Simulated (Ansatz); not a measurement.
Mulliken charges of `CB1C=N1` from B3LYP/def2-TZVPP in Ansatz (PBE0-D4/def2-TZVP geometry).

| atom | x (Å) | y (Å) | z (Å) | charge (e) |
| --- | --- | --- | --- | --- |
| C1 | 0.218 | 1.193 | -0.197 | -0.293 |
| B2 | -0.118 | -0.282 | 0.101 | -0.199 |
| C3 | -0.019 | -1.723 | 0.184 | 0.197 |
| N4 | -1.126 | -1.177 | 0.599 | -0.162 |
| H5 | 1.289 | 1.401 | -0.157 | 0.108 |
| H6 | -0.308 | 1.878 | 0.472 | 0.109 |
| H7 | -0.114 | 1.423 | -1.216 | 0.097 |
| H8 | 0.271 | -2.770 | 0.157 | 0.143 |

Problem. By hand: the dipole of these point charges (1 e Å = 4.8032 D).

Solution. Σ q r = (0.272, -0.344, -0.084) e Å, of length 0.447 e Å = 2.15 D.

Problem. How does the dipole of the full density compare? (An estimate is asked.)

Solution. The calculation gave: (0.348, 0.054, -0.166) e Å, 1.87 D; the point charges give 1.15 times that, at 59° from its direction.

Point charges leave out the atoms' own dipoles, such as those of lone pairs, and Mulliken's split depends on the basis, so the two needn't agree.

B3LYP here is the variant with VWN-RPA as its local correlation; programs differ in this.
